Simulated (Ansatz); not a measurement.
A relaxation, step by step

GaHBrCl, singlet, PBE0-D4/def2-TZVP (Ansatz 0.2.0). Settings:

```yaml
hamiltonian: {xc: pbe0, dispersion: d4}
relax: {f_tol: 0.005, max_steps: 200}
```

Start, a step off a saddle point along its unstable mode:

Ga1  (1.601, 0.468, -0.239)
Br2  (-1.075, -0.537, -1.310)
H3  (-0.827, -0.267, -0.042)
Cl4  (0.301, 0.336, 1.590)
(Å)

| step | energy less the last (meV) | largest force component (eV/Å) |
| --- | --- | --- |
| 1 | 313.3 | 4.196 |
| 2 | 8.2 | 0.580 |
| 3 | 0.6 | 0.035 |
| 4 | 0.1 | 0.018 |
| 5 | 0.1 | 0.014 |
| 6 | 0.0 | 0.003 |

Step 2, positions (Å) and forces (eV/Å):

| atom | x | y | z | Fx | Fy | Fz |
| --- | --- | --- | --- | --- | --- | --- |
| Ga1 | 1.764 | 0.531 | -0.167 | -0.052 | -0.006 | 0.066 |
| Br2 | -1.177 | -0.590 | -1.442 | -0.046 | -0.100 | -0.567 |
| H3 | -1.011 | -0.328 | -0.062 | 0.043 | 0.102 | 0.580 |
| Cl4 | 0.424 | 0.387 | 1.670 | 0.054 | 0.005 | -0.079 |

Step 3, positions (Å) and forces (eV/Å):

```tsv
atom	x	y	z	Fx	Fy	Fz
Ga1	1.762	0.528	-0.177	-0.035	-0.007	0.025
Br2	-1.139	-0.579	-1.449	-0.002	0.002	0.020
H3	-1.052	-0.337	-0.033	0.019	0.002	-0.024
Cl4	0.430	0.387	1.660	0.018	0.003	-0.020
```

Step 4, positions (Å) and forces (eV/Å):

```csv
atom,x,y,z,Fx,Fy,Fz
Ga1,1.745,0.522,-0.181,0.001,0.000,-0.001
Br2,-1.139,-0.578,-1.447,-0.003,-0.003,-0.016
H3,-1.029,-0.330,-0.034,0.007,0.005,0.018
Cl4,0.424,0.385,1.662,-0.005,-0.002,-0.001
```

Last step (6):

Ga1  (1.743, 0.522, -0.182)
Br2  (-1.144, -0.579, -1.443)
H3  (-1.013, -0.324, -0.032)
Cl4  (0.414, 0.381, 1.657)
(Å)

The run took about 32 s on 2 CPU threads of an Intel Xeon Platinum 8375C (shared host).
